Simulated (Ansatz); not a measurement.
`S[Si](S)(Cl)Cl`. Charge 0, multiplicity 1.

```csv
atom,x (Å),y (Å),z (Å)
S1,0.077,-1.182,1.657
Si2,0.086,0.084,-0.032
S3,-1.694,-0.388,-1.063
Cl4,0.106,2.074,0.438
Cl5,1.779,-0.244,-1.131
H6,1.416,-1.164,1.780
H7,-1.771,0.819,-1.649
```

**Question.** What are the harmonic wavenumbers in cm⁻¹ at PBE0-D4/def2-TZVP (Ansatz, finite differences of forces, unscaled)? (An estimate is asked.)

**Answer.** The calculation gave: 121, 130, 169, 196, 201, 209, 220, 398, 573, 583, 584, 733, 801, 2709, 2710.

**Question.** Is this a minimum?

**Answer.** Yes, all 15 modes are real.

**Question.** Give the ideal-gas thermochemistry at 298.15 K and 1 bar (rigid rotor, harmonic oscillator; point group C2, symmetry number 2).

**Answer.** Zero-point energy 61.8 kJ/mol; H(298) − E = 85.4 kJ/mol; entropy 372.3 J/(mol·K), of which translation 172.5, rotation 117.4, vibration 82.3; G(298) − E = -25.6 kJ/mol.

**Question.** And at 400, 500, 600, 800 and 1000 K?

**Answer.** 
```csv
T (K),H − E (kJ/mol),S (J/mol/K),G − E (kJ/mol)
400,97.5,407.1,-65.4
500,110.1,435.3,-107.5
600,123.2,459.2,-152.3
800,150.5,498.4,-248.2
1000,178.7,529.9,-351.1
```

**Question.** Rotational constants (cm⁻¹)?

**Answer.** 0.0443, 0.0429, 0.04038.
